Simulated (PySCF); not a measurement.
FH5SSi2, SMILES F[SiH2]S[SiH3]. Geometry: ωB97X-D3(BJ)/def2-SVP. The structure was generated by enumeration, and PubChem lists no compound with its InChIKey, so it may never have been made. Other conformers were not sampled.

Computed equilibrium geometry at ωB97X-D3(BJ)/def2-SVP (PySCF confirms it by a frequency run) as bond lengths and angles (one conformer of several):
Atoms: Si1 S2 Si3 F4 H5 H6 H7 H8 H9. Bond lengths (Å): Si1–S2 2.153, Si1–H5 1.485, Si1–H6 1.489, Si1–H7 1.486, S2–Si3 2.119, Si3–F4 1.630, Si3–H8 1.483, Si3–H9 1.482. Bond angles (°): S2–Si1–H5 111.0, S2–Si1–H6 108.9, S2–Si1–H7 106.7, H5–Si1–H6 109.8, H5–Si1–H7 110.0, H6–Si1–H7 110.4, Si1–S2–Si3 96.2, S2–Si3–F4 108.6, S2–Si3–H8 111.9, S2–Si3–H9 107.9, F4–Si3–H8 106.4, F4–Si3–H9 109.5, H8–Si3–H9 112.4.
Charge 0, spin multiplicity 1.
